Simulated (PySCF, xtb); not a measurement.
Si(H)2(OH)(iPr) (C3H10OSi), SMILES CC(C)[SiH2]O.

GFN2-xTB (xtb) at its own geometry gives an orbital gap of 5.90 eV and a dipole moment of 1.49 D.

Coordinates come from a B3LYP-D3(BJ)/def2-SVP optimisation. Other conformers were not sampled.

Problem. What does PBE/def2-TZVP (PySCF) give? (Estimate from the structure and the level; the computed values follow.)

Solution. gap 5.95 eV (levels -6.46 and -0.52 eV), dipole 1.72 D.
